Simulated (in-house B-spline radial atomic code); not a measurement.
Orbital energies and mean radii along the 56-electron series, configuration [Kr] 4d10 4f10. The effective charge is n√(-2ε), a non-relativistic measure. Computed with a radial B-spline atomic code at the basis-set limit: non-relativistic Hartree-Fock, average of the configuration, point nuclei.

This level leaves out relativity, spin-orbit splitting included, which matters for heavy ions.

| ion | Z | energy of 3d (Eh) | mean radius of 3d (bohr) | energy of 3s (Eh) | mean radius of 3s (bohr) | energy of 2p (Eh) | mean radius of 2p (bohr) | effective charge of 3d |
| --- | --- | --- | --- | --- | --- | --- | --- | --- |
| Yb14+ | 70 | -69.588 | 0.19729 | -90.172 | 0.23355 | -341.22 | 0.077709 | 35.392 |
| Lu15+ | 71 | -73.418 | 0.19373 | -94.426 | 0.22972 | -353.7 | 0.076531 | 36.353 |
| Hf16+ | 72 | -77.368 | 0.19029 | -98.803 | 0.226 | -366.43 | 0.075388 | 37.318 |
| Ta17+ | 73 | -81.439 | 0.18697 | -103.3 | 0.2224 | -379.42 | 0.074278 | 38.287 |
| W18+ | 74 | -85.627 | 0.18376 | -107.92 | 0.21892 | -392.67 | 0.0732 | 39.259 |
| Re19+ | 75 | -89.934 | 0.18065 | -112.65 | 0.21553 | -406.17 | 0.072153 | 40.235 |
| Os20+ | 76 | -94.358 | 0.17765 | -117.51 | 0.21225 | -419.93 | 0.071136 | 41.212 |
| Ir21+ | 77 | -98.899 | 0.17475 | -122.48 | 0.20906 | -433.94 | 0.070146 | 42.192 |
| Pt22+ | 78 | -103.56 | 0.17193 | -127.57 | 0.20596 | -448.21 | 0.069184 | 43.174 |
| Au23+ | 79 | -108.33 | 0.16921 | -132.78 | 0.20295 | -462.73 | 0.068247 | 44.158 |
| Hg24+ | 80 | -113.22 | 0.16657 | -138.1 | 0.20003 | -477.5 | 0.067335 | 45.143 |
| Tl25+ | 81 | -118.22 | 0.16401 | -143.54 | 0.19718 | -492.53 | 0.066447 | 46.13 |
| Pb26+ | 82 | -123.34 | 0.16152 | -149.09 | 0.19442 | -507.81 | 0.065583 | 47.117 |

Q: How does the screening of 3d change?

A: Z less the effective charge goes from 34.61 at Z = 70 to 34.88 at Z = 82.
